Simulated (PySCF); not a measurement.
**GaH₄⁻: one-bond stretch**

These are results of PBE0 in PySCF with Ga def2-TZVPD, H def2-TZVPD; no relativity; density-fitted integrals, not measurements.

Rigid scan from the singlet minimum (Ga–H 1.625 Å (×4); H–Ga–H 109.5° (×6)). Coordinate: the bond from Ga to the last atom (H) scaled, the rest fixed. Energies in kJ/mol from the minimum.

Task: Predict the curve at 0.92, 0.96, 1.00, 1.05, 1.12, 1.20, 1.35, 1.55, 1.80, 2.20.

Result: 
| scale of one bond | E (kJ/mol) | dipole size (D, about the centre of mass) |
| --- | --- | --- |
| 0.92 | 10.6 | 0.44 |
| 0.96 | 2.4 | 0.22 |
| 1.00 | 0.0 | 0.00 |
| 1.05 | 3.0 | 0.29 |
| 1.12 | 15.0 | 0.73 |
| 1.20 | 35.2 | 1.25 |
| 1.35 | 80.2 | 2.30 |
| 1.55 | 139.1 | – |
| 1.80 | 199.7 | – |
| 2.20 | 266.2 | – |

At long bonds a restricted determinant can lie too high, and another spin state can fall below this curve.

Other isomers or separated fragments may lie lower.
